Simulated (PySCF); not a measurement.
AuCl, charge +1, doublet, at a GFN2-xTB geometry (such geometries of metal compounds can be far from the true shape) (the multiplicity is a formal guess) (core potentials on Au); R2SCAN/def2-TZVP in PySCF.

Here is a job for PySCF.
```python
from pyscf import gto, scf, dft

mol = gto.Mole()
mol.atom = '''
    Au   -0.000000   -0.000000   -0.394690
    Cl    0.000000    0.000000    1.834149
'''
mol.basis = 'def2-tzvp'
mol.ecp = {'Au': 'def2-tzvp'}
mol.charge = 1
mol.spin = 1
mol.verbose = 4
mol.build()

mf = dft.UKS(mol)
mf.xc = 'r2scan'
mf.grids.atom_grid = (99, 590)
mf.grids.prune = None
mf.kernel()
```

Problem. Write the output that PySCF gives for this input, abridged.

Solution. 
```
PySCF version 2.14.0

[INPUT] verbose = 4
[INPUT] num. atoms = 2
[INPUT] num. electrons = 35
[INPUT] charge = 1
[INPUT] spin (= nelec alpha-beta = 2S) = 1
[INPUT] symmetry False subgroup None
[INPUT] Mole.unit = angstrom
[INPUT] Symbol           X                Y                Z      unit          X                Y                Z       unit  Magmom
[INPUT]  1 Au     0.000000000000   0.000000000000  -0.394690000000 AA    0.000000000000   0.000000000000  -0.745856004105 Bohr   0.0
[INPUT]  2 Cl     0.000000000000   0.000000000000   1.834149000000 AA    0.000000000000   0.000000000000   3.466039281645 Bohr   0.0

nuclear repulsion = 76.6875665434605
number of shells = 27
number of NR pGTOs = 129
number of NR cGTOs = 77
basis = def2-tzvp
ecp = {'Au': 'def2-tzvp'}

******** <class 'pyscf.dft.uks.UKS'> ********
method = UKS
initial guess = minao
damping factor = 0
level_shift factor = 0
DIIS = <class 'pyscf.scf.diis.CDIIS'>
diis_start_cycle = 1
diis_space = 8
diis_damp = 0
SCF conv_tol = 1e-09
SCF conv_tol_grad = None
SCF max_cycles = 50
direct_scf = True
direct_scf_tol = 1e-13
number electrons alpha = 18  beta = 17
XC library pyscf.dft.libxc version 7.1.2
    S. Lehtola, C. Steigemann, M. J. T. Oliveira, and M. A. L. Marques,  SoftwareX 7, 1–5 (2018)
XC functionals = r2scan
    J. W. Furness, A. D. Kaplan, J. Ning, J. P. Perdew, and J. Sun,  J. Phys. Chem. Lett. 11, 8208–8215 (2020)
    J. W. Furness, A. D. Kaplan, J. Ning, J. P. Perdew, and J. Sun,  J. Phys. Chem. Lett. 11, 9248–9248 (2020)
    J. W. Furness, A. D. Kaplan, J. Ning, J. P. Perdew, and J. Sun,  J. Phys. Chem. Lett. 11, 8208–8215 (2020)
    J. W. Furness, A. D. Kaplan, J. Ning, J. P. Perdew, and J. Sun,  J. Phys. Chem. Lett. 11, 9248–9248 (2020)
radial grids:
    Treutler-Ahlrichs [JCP 102, 346 (1995); DOI:10.1063/1.469408] (M4) radial grids

becke partition: Becke, JCP 88, 2547 (1988); DOI:10.1063/1.454033
pruning grids: None
grids dens level: 3
symmetrized grids: False
atomic radii adjust function: <function treutler_atomic_radii_adjust>
User specified grid scheme (99, 590)
small_rho_cutoff = 0
Set gradient conv threshold to 3.16228e-05
tot grids = 116824
init E= -581.356252190216

cycle= 1 E= -594.343462092173  delta_E=  -13  |g|= 1.66  |ddm|= 5.79
cycle= 2 E= -569.097200343386  delta_E= 25.2  |g|= 6.28  |ddm|= 5.38

cycle= 3 E= -595.01646645476  delta_E= -25.9  |g|= 1.14  |ddm|= 4.35
cycle= 4 E= -595.593157666324  delta_E= -0.577  |g|= 0.145  |ddm|= 1.18
cycle= 5 E= -595.601768574951  delta_E= -0.00861  |g|= 0.0538  |ddm|= 0.143
cycle= 6 E= -595.602563027487  delta_E= -0.000794  |g|= 0.0251  |ddm|= 0.0534
cycle= 7 E= -595.602837253145  delta_E= -0.000274  |g|= 0.00501  |ddm|= 0.0282
cycle= 8 E= -595.602853374819  delta_E= -1.61e-05  |g|= 0.00231  |ddm|= 0.0115
cycle= 9 E= -595.602857608706  delta_E= -4.23e-06  |g|= 0.00076  |ddm|= 0.00646
cycle= 10 E= -595.602858080319  delta_E= -4.72e-07  |g|= 0.000547  |ddm|= 0.00266
cycle= 11 E= -595.602858333244  delta_E= -2.53e-07  |g|= 9.08e-05  |ddm|= 0.00141
cycle= 12 E= -595.60285834761  delta_E= -1.44e-08  |g|= 1.71e-05  |ddm|= 0.000537
cycle= 13 E= -595.602858348379  delta_E= -7.69e-10  |g|= 6.73e-06  |ddm|= 0.00014
Extra cycle  E= -595.602858348201  delta_E= 1.78e-10  |g|= 1.96e-05  |ddm|= 3.2e-05
converged SCF energy = -595.602858348201  <S^2> = 0.75688059  2S+1 = 2.0068688
```
